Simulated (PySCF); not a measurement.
# NMR data sheet: C₅H₉FO₂Si₂

| Property | Result |
| --- | --- |
| Formula | C5H9FO2Si2 |
| SMILES | C[SiH2][C@H](F)C#C[SiH2]OC=O |
| Point group of the computed structure | C1 |
| Degrees of unsaturation | 3 |
| Carbon signals | 5 |
| Proton signals | 7 |

Atoms are numbered as in `[CH3:1][SiH2:2][C@H:3]([F:4])[C:5]#[C:6][SiH2:7][O:8][CH:9]=[O:10]`; H(Xn) means a hydrogen on atom n. Ha(Si2), Ha(Si7) are pro-R; Hb(Si2), Hb(Si7) are pro-S.

No solvent, averaged over atoms made equivalent by symmetry, fast rotation or ring inversion, relativity neglected, single conformer. Structure optimised with GFN2-xTB; shieldings: GIAO PBE0/pcSseg-1; PySCF 2.14.

References, each an isolated molecule treated in the same way: TMS for $^{1}$H, $^{13}$C, $^{29}$Si; $^{19}$F against CFCl3; H2O for $^{17}$O.

```tsv
carbon	δC, type	δH (multiplicity)	HMBC from (2–3 bonds)	span of the C tensor (ppm)
C1	-8.6, CH3	0.25 (m)	H(C3), Ha(Si2), Hb(Si2)	7
C3	80.4, CH	5.48 (m)	Ha(Si2), Hb(Si2), H(C1)	107
C5	113.7, C	–	H(C3), Hb(Si7), Ha(Si7), Ha(Si2), Hb(Si2)	309
C6	97.5, C	–	H(C3), Hb(Si7), Ha(Si7)	214
C9	164.7, CH	8.10 (s)	Hb(Si7), Ha(Si7)	159
```

Other nuclei:
```csv
atoms,nucleus,environment,δ (ppm),σ (ppm)
Hb(Si7),$^{1}$H,"hydrogen on a silicon bonded to C, O",5.36,26.36
Ha(Si7),$^{1}$H,"hydrogen on a silicon bonded to C, O",5.32,26.40
Ha(Si2),$^{1}$H,hydrogen on a silicon bonded to 2 C,4.45,27.27
Hb(Si2),$^{1}$H,hydrogen on a silicon bonded to 2 C,4.33,27.38
F4,$^{19}$F,fluorine on an sp3 carbon,-250.9,421.8
Si2,$^{29}$Si,"silicon bonded to 2 C, 2 H",-36.4,385.6
Si7,$^{29}$Si,"silicon bonded to C, O, 2 H",-47.1,396.3
O10,$^{17}$O,carbonyl oxygen,465.8,-129.7
O8,$^{17}$O,"oxygen bonded to C, Si",198.5,137.6
```

1. Carbon types of the structure: 2 × C, 2 × CH, 1 × CH3, leaving 4 H on heteroatoms.
2. δC 164.7: carbonyl carbon.
3. δC 113.7, 97.5: alkyne carbon.
4. δC 80.4: propargylic sp3 CH bonded to F and Si; deshielded by the electronegative neighbour.
5. δC -8.6: methyl carbon bonded to Si; an electropositive neighbour leaves it electron-rich and shielded.
6. δH 5.48: hydrogen on a propargylic sp3 CH bonded to F and Si; its carbon carries F, hence the downfield position.

Splittings by $^{19}$F in the carbon and heteronuclear signals aren't shown, as no couplings were computed. Shifts are as computed. Against solution values, carbons near 30 ppm lie about +3 ppm off and those near 130 ppm about +5 ppm. Of 1309 compounds with measured shifts, 239 miss one by over three times the rms of a fit or turn the order of signals round; such compounds aren't used in these exercises. Unscaled 19F shifts against computed CFCl3 carry errors that often reach 10 to 50 ppm. Unscaled 17O shifts of doubly bonded oxygen tend to come out too high, by tens of ppm or more. Experimental scales use liquid or dissolved standards, which lie at an offset from isolated H2O (liquid H2O: subtract about 36 ppm). No couplings were computed; multiplicities are counted from neighbouring protons, with m where these are inequivalent, close in shift, in a saturated or five-membered ring or joined by F or P, and br s for small geminal =CH2 splittings.
